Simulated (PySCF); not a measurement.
[PySCF 2.14.0 with density-fitted response routines: structure optimised with GFN2-xTB; shielding tensors at PBE0/pcSseg-1 (GIAO); isolated molecule; averaged over atoms made equivalent by symmetry, fast rotation or ring inversion; single conformer; non-relativistic Hamiltonian]

Shifts are taken against calculated references (same method and geometry level): ¹H (σ = 31.72 ppm), ¹³C (σ = 186.93 ppm) against TMS. Acid and N–H amide carbonyl carbons lie up to 10 ppm further downfield in solution (hydrogen bonding). Shifts are as computed. Against solution values, carbons near 30 ppm lie about +3 ppm off and those near 130 ppm about +5 ppm. Of 1211 compounds with measured shifts, 218 miss one by over three times the rms of a fit or turn the order of signals round; such compounds aren't used in these exercises. OH and NH positions are gas-phase values without hydrogen bonding to other molecules.

Task: Order these molecules by the shift of their most shielded carbon-bound hydrogen, lowest δ first.
A. FC(=C=PC[SiH3])C(F)(F)F
B. [SiH3]Cc1cn2ccccc2n1
C. O=C(O)[C@@H]1C[SiH2][C@@H]1F

Result: C (1.21 ppm, hydrogen on an sp3 CH2 bonded to Si), A (1.57 ppm, hydrogen on an sp3 CH2 bonded to P and Si), B (2.56 ppm, hydrogen on an sp3 CH2 bonded to Si, on an aromatic ring).

Task: Order these molecules by the shift of their most deshielded carbon-bound hydrogen, lowest δ first.
A. C#C[SiH2][Si@H]1C[C@@H](C(=O)O)C1
B. FC(=C=PC[SiH3])C(F)(F)F
C. [SiH3]Cc1cn2ccccc2n1
D. O=C(O)[C@@H]1C[SiH2][C@@H]1F

Result: B (1.57 ppm, hydrogen on an sp3 CH2 bonded to P and Si), A (3.36 ppm, hydrogen on an sp3 CH α to a carbonyl), D (5.47 ppm, hydrogen on an sp3 CH bonded to F and Si), C (8.25 ppm, hydrogen on an aromatic CH next to a ring nitrogen).

Task: How many ¹³C and ¹H signals does each give (equivalence by symmetry and fast rotation, but not about amide C–N or C=N bonds)? `O=C(O)[C@@H]1C[SiH2][C@@H]1F`, `[SiH3]Cc1cn2ccccc2n1`, `C#C[SiH2][Si@H]1C[C@@H](C(=O)O)C1`, `FC(=C=PC[SiH3])C(F)(F)F`

Result: O=C(O)[C@@H]1C[SiH2][C@@H]1F: 4 C, 7 H; [SiH3]Cc1cn2ccccc2n1: 8 C, 7 H; C#C[SiH2][Si@H]1C[C@@H](C(=O)O)C1: 5 C, 7 H; FC(=C=PC[SiH3])C(F)(F)F: 4 C, 2 H.
